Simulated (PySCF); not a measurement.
O₂Ti, charge -1, doublet, geometry from GFN2-xTB (such geometries of metal compounds can be far from the true shape) (the multiplicity is a formal guess). Base run: HF/def2-SV(P) in PySCF.

Input for PySCF:
```python
from pyscf import gto, scf

mol = gto.M(
    atom='''
Ti    0.176710    0.033818    0.212527
O     0.894890    0.153120   -1.270093
O    -1.380843   -0.246119    0.685644
''',
    basis='def2-sv(p)',
    charge=-1,
    spin=1,
    verbose=4,
)

mf = scf.UHF(mol)
mf.kernel()
```

Variants of this job, named by their change:

| change | ΔE vs base (mEh) | fitting functions | outcome |
|---|---|---|---|
| base | 0.000 | - | converged |
| auxbasis = autoaux | 0.231 | 502 | converged |
| auxbasis = cc-pvtz-ri | - | - | input refused |
| auxbasis = cc-pvdz-jkfit | - | - | input refused |
| auxbasis = def2-svp-ri | -3680.6 | 239 | converged |
| auxbasis = even-tempered beta=1.6 | 0.106 | 771 | converged |
| auxbasis = def2-universal-jfit | 3769.8 | 187 | converged |
| auxbasis = default (with mf = mf.density_fit()) | 0.142 | 418 | converged |
| exchange = seminumerical (SGX) (with mf = sgx.sgx_fit(mf, auxbasis='def2-universal-jfit'); with mf.with_df.dfj = True) | -0.245 | 187 | converged |
| auxbasis = def2-tzvp-ri | -3968.5 | 334 | converged |

A fitting set is made for a task (jfit for Coulomb, jkfit for Coulomb and exchange, ri for correlation) and for a family of orbital bases.

Open shells are given as the SCF converged; they aren't shown to be the lowest states, and a large step between rows can be another state.

- auxbasis = cc-pvtz-ri: ended with `pyscf.lib.exceptions.BasisNotFoundError: Basis set not found for Ti in cc-pvtz-ri`
- auxbasis = cc-pvdz-jkfit: ended with `pyscf.lib.exceptions.BasisNotFoundError: Basis set not found for Ti in cc-pvdz-jkfit`
